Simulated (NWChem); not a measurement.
Molecule: iodoethane (C2H5I); SMILES C(C)I

All runs: NWChem. Coordinates come from a PBE-D3(BJ)/def2-SVP optimisation. def2 effective core potentials on I; no spin-orbit coupling. Vertical excitations in the gas phase; the lowest state need not have the same character in each row.

For level B3LYP/def2-SVP, TDA:

```
Item                             Result
-------------------------------  ------
lowest excitation, singlet (eV)    4.82
orbital gap (eV)                   5.88
```

Question: What are these values for level PBE0/def2-SVP, TDA?

Answer: 
| Property | Value |
|---|---|
| lowest excitation, singlet (eV) | 4.93 |
| orbital gap (eV) | 6.37 |
